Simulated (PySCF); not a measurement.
C₄H₄BF₃O.
SMILES: `CC#CBOC(F)(F)F`

Torsions of this conformer, `[CH3:1][C:2]#[C:3][BH:4][O:5][C:6]([F:7])([F:8])[F:9]`: C3–B4–O5–C6 -1°, B4–O5–C6–F7 -60°.

The closed-shell ground state was solved at several levels (PySCF, density fitting, gas phase, non-relativistic). Isolated species at its PBE0-D3(BJ)/def2-SVP geometry (one conformer only).

| level | basis functions | HOMO (eV) | LUMO (eV) | gap (eV) | dipole (D) |
| --- | --- | --- | --- | --- | --- |
| PBE0/pcSseg-1 | 173 | -8.05 | -1.74 | 6.31 | 3.17 |
| B3LYP/pcJ-1 | 283 | -7.80 | -1.92 | 5.88 | 3.13 |
| CAM-B3LYP/def2-SVPD | 224 | -9.42 | -0.68 | 8.74 | 3.15 |

(1) What might PBE/pcSseg-1 (173 basis functions) give for the same quantities?

(2) Over all these levels, which gives the widest orbital gap and which the narrowest?

(3) How far do the dipole and the HOMO energy spread over the levels?

Results:

(1) HOMO -6.79 eV, LUMO -2.62 eV, gap 4.17 eV, dipole 3.10 D.

(2) CAM-B3LYP/def2-SVPD (range-separated hybrid) has the widest, 8.74 eV, and PBE/pcSseg-1 (GGA) the narrowest, 4.17 eV. Functional and basis both differ between the two, so the spread mixes both effects.

(3) The dipole runs from 3.10 to 3.17 D (mean 3.14 D) and the HOMO from -9.42 to -6.79 eV.
